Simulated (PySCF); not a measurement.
Gas-phase reaction: GaCl + CCl2 → GaCl2 + CCl

Computed with PySCF (xtb for GFN2) and rigid-rotor harmonic-oscillator thermochemistry at 1 bar. † marks an energy on the PBE0/def2-TZVP geometry and frequencies; other levels use their own. 6-31G* has spherical d functions here. Open shells (unrestricted): GaCl2 (multiplicity 2), CCl (multiplicity 2, electronic degeneracy 4); the rest are closed-shell singlets. GFN2 has no spin-polarisation term. Spin-orbit splitting is ignored; it lowers the true energy and changes the entropy of CCl. Ga: all electrons, no relativistic terms. GaCl2: computed as isolated molecules; such fragments, hydroxides, amides, oligomers or adducts are transient or little studied in the gas. The harmonic model lacks anharmonicity and excited electronic states, which grow with temperature; levels with a mode under 35 cm⁻¹ are left out. Soft modes under 120 cm⁻¹ make the harmonic entropy rough for GaCl2.

```
level               ΔE electronic, kJ  ΔH°(298 K), kJ  ΔS°(298 K), J/K  ΔG°(800 K), kJ
------------------  -----------------  --------------  ---------------  --------------
BLYP/def2-TZVP†                   135             133               23             115
GFN2-xTB                          192             191               28             168
HF/6-31G*                           0              -2               22             -20
PBE/def2-SVP                      130             129               23             110
PBE0/def2-SVP†                    103             102               23              83
PBE0/def2-TZVP                    110             109               23              90
ωB97M-V/def2-TZVP†                124             122               23             104
ωB97X-V/def2-TZVP†                109             107               23              89
```
ΔH° is lowest at HF/6-31G* and highest at GFN2-xTB. No reference value is set beside these.
